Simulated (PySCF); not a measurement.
IRb, triplet, at the geometry of the source list (a higher spin typed on purpose: for a closed-shell molecule this is an excited state) (core potentials on I, Rb). Base run: HF/def2-SVP (PySCF).

Here is a job for PySCF.
```python
from pyscf import gto, scf

mol = gto.Mole()
mol.atom = '''
    Rb   -1.089600   -0.774000   -0.928300
    I     1.089600    0.774000    0.928300
'''
mol.basis = 'def2-svp'
mol.ecp = {'I': 'def2-svp', 'Rb': 'def2-svp'}
mol.charge = 0
mol.spin = 2
mol.verbose = 4
mol.build()

mf = scf.UHF(mol)
mf.kernel()
mo_i, mo_e, stable_i, stable_e = mf.stability(internal=True, external=True, return_status=True, nroots=6, tol=1e-6)
print('internally stable:', stable_i, ' externally stable:', stable_e)
if not stable_i:
    umf = mf.copy()
    umf.scf_summary = {}
    umf.kernel(umf.make_rdm1(mo_i, mf.mo_occ))
```

The bond that is stretched is that between atoms 1 and 2. A test that says stable can miss a lower solution.

The base run was repeated with changes; each row names its change, and settings that it needs were set with it.

```json
[
 {"change": "base", "ΔE vs base (mEh)": "0.000", "<S^2>": "2.006", "E after following the instability (Eh)": "-320.43403", "<S^2> there": "2.01", "stability test says": "internal instability"},
 {"change": "bond × 1.25", "ΔE vs base (mEh)": "-21.340", "<S^2>": "2.006", "E after following the instability (Eh)": "-", "<S^2> there": "-", "stability test says": "external instability"},
 {"change": "bond × 1.5", "ΔE vs base (mEh)": "-23.331", "<S^2>": "2.006", "E after following the instability (Eh)": "-", "<S^2> there": "-", "stability test says": "external instability"},
 {"change": "bond × 1.8", "ΔE vs base (mEh)": "-23.422", "<S^2>": "2.006", "E after following the instability (Eh)": "-320.45192", "<S^2> there": "2.01", "stability test says": "internal instability"},
 {"change": "bond × 2.2", "ΔE vs base (mEh)": "-24.001", "<S^2>": "2.006", "E after following the instability (Eh)": "-320.45208", "<S^2> there": "2.01", "stability test says": "internal instability"},
 {"change": "bond × 3.0", "ΔE vs base (mEh)": "-24.058", "<S^2>": "2.006", "E after following the instability (Eh)": "-320.45199", "<S^2> there": "2.01", "stability test says": "internal instability"}
]
```

On stretching, the SCF can end on different states; <S^2> shows the spin contamination of each.
